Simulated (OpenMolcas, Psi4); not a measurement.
# GeCl2 (germanium dichloride): the energy, rung by rung

GeCl2 has 3 atoms, charge 0, and is taken as a singlet. SMILES: `Cl[Ge]Cl`. The coordinates come from a PBE0-D4/def2-TZVP relaxation.

```csv
atom,x (Å),y (Å),z (Å)
Cl,-0.0654,-1.6817,0.4227
Ge,-0.4212,0.0672,-0.8320
Cl,0.4866,1.6145,0.4093
```

Quantity: the energy change with the Cl1–Ge2 bond stretched from 2.182 to 3.927 Å, in eV. The values are calculated.

```json
{"level": "HF/aug-cc-pVDZ (restricted)", "kind": "Hartree–Fock", "program": "OpenMolcas", "value (eV)": "3.39", "less CCSD(T)/aug-cc-pVDZ": "+0.23", "CPU time (all runs)": "28 s"}
{"level": "SVWN5/aug-cc-pVDZ (restricted)", "kind": "LDA", "program": "OpenMolcas", "value (eV)": "3.17", "less CCSD(T)/aug-cc-pVDZ": "+0.01", "CPU time (all runs)": "60 s"}
{"level": "BLYP/aug-cc-pVDZ (restricted)", "kind": "GGA", "program": "OpenMolcas", "value (eV)": "2.49", "less CCSD(T)/aug-cc-pVDZ": "-0.67", "CPU time (all runs)": "70 s"}
{"level": "M06-L/aug-cc-pVDZ (restricted)", "kind": "meta-GGA", "program": "OpenMolcas", "value (eV)": "2.93", "less CCSD(T)/aug-cc-pVDZ": "-0.23", "CPU time (all runs)": "92 s"}
{"level": "BHLYP/aug-cc-pVDZ (restricted)", "kind": "global hybrid", "program": "OpenMolcas", "value (eV)": "3.30", "less CCSD(T)/aug-cc-pVDZ": "+0.14", "CPU time (all runs)": "55 s"}
{"level": "B2PLYP/aug-cc-pVDZ (restricted)", "kind": "double hybrid", "program": "OpenMolcas", "value (eV)": "3.06", "less CCSD(T)/aug-cc-pVDZ": "-0.10", "CPU time (all runs)": "50 s"}
{"level": "MP2/aug-cc-pVDZ (restricted)", "kind": "perturbation theory", "program": "OpenMolcas", "value (eV)": "3.40", "less CCSD(T)/aug-cc-pVDZ": "+0.24", "CPU time (all runs)": "21 s"}
{"level": "CCSD(T)/aug-cc-pVDZ (restricted)", "kind": "coupled cluster or CI", "program": "OpenMolcas", "value (eV)": "3.16", "less CCSD(T)/aug-cc-pVDZ": "0.00", "CPU time (all runs)": "3.1 min"}
{"level": "CCSD/aug-cc-pVDZ (restricted)", "kind": "coupled cluster or CI", "program": "Psi4", "value (eV)": "3.30", "less CCSD(T)/aug-cc-pVDZ": "+0.14", "CPU time (all runs)": "9 min"}
```

CCSD(T)/aug-cc-pVDZ (restricted) is the highest level here, not the true value. At this stretch a single reference begins to fail. All-electron rows without a relativistic Hamiltonian named are non-relativistic. The first shape isn't each level's own minimum. The values span 2.49 to 3.40 eV. In the correlated wave-function rows the outer d shell of Ge is correlated, in sets not made for it. CPU times are rough (shared hosts, several kinds of processor): they show what a rung costs within a factor of a few.
